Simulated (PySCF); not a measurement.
## Excitation energy of Cl²⁺ by level of theory

Cl²⁺ [Ne] 3s2 3p3 (4S) → Cl²⁺ [Ne] 3s1 3p4 (4P), as a difference of total energies. All numbers are calculated (PySCF 2.14, the spin-free X2C one-electron Hamiltonian (Gaussian nucleus), in x2c-TZVPPall). Correlated levels: valence: [Ne] frozen; valence and next inner shell: 1s2 frozen. The calculations carry no spin-orbit coupling.

```tsv
method	excitation energy (eV)
UHF	13.029
LDA	12.759
PBE	12.647
PBE0	12.822
r2SCAN	12.370
MN15	11.946
M06	13.067
revPBE	12.532
B3LYP	12.839
ROHF	13.081
MP2 (valence)	12.953
SCS-MP2 (valence)	12.940
MP2 (valence and next inner shell)	13.025
SCS-MP2 (valence and next inner shell)	12.998
```

A first-order spin-orbit estimate (lowest level to lowest level, LS coupling) adds -0.048 eV.
